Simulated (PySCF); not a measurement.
Electronic absorption of 1-adamantanecarbonyl fluoride

1-adamantanecarbonyl fluoride, C₁₁H₁₅FO.
SMILES: `O=C(F)[C@]12C[C@H]3C[C@H](C[C@H](C3)C1)C2`

Level of theory: TDDFT B3LYP/def2-SVPD, vertical, gas phase, core orbitals frozen in the response (PySCF). One conformer (not necessarily the lowest) at the PBE0-D3(BJ)/def2-SVP geometry, without solvent, vibrations or thermal averaging.

**Question.** What does the calculation give for the low-lying excited states?

**Answer.** 

```
state  λ (nm)  E (eV)       f  |μ| (D)  main configurations (H = HOMO, L = LUMO)
   S1   212.7    5.83  0.0022     0.32       H→L (63%), H-2→L (17%), H-3→L (16%)
   S2   186.2    6.66  0.0009     0.19                    H-2→L (71%), H→L (21%)
   S3   184.5    6.72   0.027     1.04                               H-1→L (94%)
   S4   174.8    7.09  0.0013     0.22                    H-3→L (75%), H→L (13%)
   S5   171.4    7.23  0.0045     0.41                               H→L+1 (94%)
   S6   170.1    7.29  0.0047     0.41                             H-1→L+1 (99%)
   S7   168.8    7.34  0.0011     0.20                             H-2→L+1 (94%)
   S8   159.3    7.78  0.0012     0.20                  H-4→L (80%), H-5→L (19%)
   S9   157.3    7.88  0.0011     0.19     H-6→L (46%), H-7→L (23%), H-8→L (21%)
  S10   156.7    7.91   0.036     1.09                  H-5→L (76%), H-4→L (18%)
```

Triplets, Tamm–Dancoff:

```
state  E (eV)  λ (nm)  main configurations (H = HOMO, L = LUMO)
   T1    5.26   235.6       H→L (58%), H-2→L (18%), H-3→L (17%)
   T2    6.44   192.6                  H-1→L (48%), H-9→L (30%)
   T3    6.62   187.3        H-2→L (66%), H→L (22%), H-1→L (8%)
   T4    6.75   183.7                  H-9→L (47%), H-1→L (40%)
```

The lowest singlet lies at 5.83 eV (213 nm, ultraviolet) and is very weak; its leading configuration is HOMO→LUMO (63%). The strongest level in the table is S10 at 7.91 eV (157 nm, f = 0.036). It is the last of those listed, so stronger ones may follow. Löwdin shares by element: HOMO carbon 24% or more, oxygen 22% (atoms not listed hold the other 54%); LUMO carbon 45% or more, oxygen 33%, fluorine 10%. Weighted by f, the mean energy of these states is 7.34 eV. Of the 10 states listed, 2 reach f = 0.01 and none stays under 0.0005. Orbital energies (eV): HOMO-3 -8.92, HOMO-2 -8.18, HOMO-1 -8.14, HOMO -8.05, LUMO -0.65, LUMO+1 -0.06, LUMO+2 0.85. No computed singlet lies in the visible range (380 to 750 nm); the lowest, at 213 nm, stands 2.57 eV above its violet end (3.26 eV). The window holds the lowest 10 singlets.
